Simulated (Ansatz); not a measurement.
`[SiH3]C/C=C/Cl` → `C=C([SiH3])CCl`  (isomerisation)

Computed with Ansatz on PBE0-D4/def2-TZVP structures; ΔE is electronic, products minus reactants. CBS: MP2 limit from def2 TZ/QZ plus the TZ coupled-cluster correction, frozen cores. DFT in def2-TZVPP. Each species was taken in one conformer, which may not be the lowest.

`[SiH3]C/C=C/Cl`:

```xyz
12

Si    1.802    0.145    0.038
C     0.052    0.727    0.445
C    -0.957    0.089   -0.444
C    -1.811   -0.840   -0.042
Cl   -2.939   -1.603   -1.095
H     2.090    0.388   -1.401
H     1.926   -1.309    0.317
H     2.794    0.889    0.860
H     0.027    1.817    0.335
H    -0.150    0.504    1.497
H    -0.963    0.387   -1.489
H    -1.871   -1.196    0.979
```

`C=C([SiH3])CCl`:

Cartesian coordinates in Å:
```
C -0.939 -0.505 -1.228
C -0.087 -0.103 -0.288
Si -0.711 0.733 1.271
C 1.381 -0.290 -0.486
Cl 2.115 -1.212 0.867
H -2.009 -0.347 -1.138
H -0.599 -1.005 -2.133
H -2.127 1.122 1.043
H -0.636 -0.164 2.451
H 0.104 1.947 1.546
H 1.907 0.666 -0.505
H 1.602 -0.840 -1.401
```

```tsv
level	ΔE (kJ/mol)
PBE0-D4	8.6
ωB97X-V	4.8
PBE	12.8
r2SCAN	9.9
MP2/def2-QZVPP	3.4
SCS-MP2/def2-QZVPP	2.1
HF/CBS(def2)	1.1
MP2/CBS(def2)	2.8
```

Q: What does CCSD(T)/CBS give? (An estimate is asked.)

A: Ansatz gave: +1.8 kJ/mol. The listed levels differ from it by 6.8, 3.0, 11.0, 8.1, 1.6, 0.3, -0.7, 1.0 kJ/mol.

Largest T1 diagnostic among the species: 0.011.

The D4 term adds −4.9 kJ/mol with B3LYP and −2.5 kJ/mol with PBE0; it sums over pairs of atoms, weighted by their polarisabilities, and B3LYP, whose exchange is more repulsive, gets the larger term.

B3LYP here is the variant with VWN-RPA as its local correlation; programs differ in this.
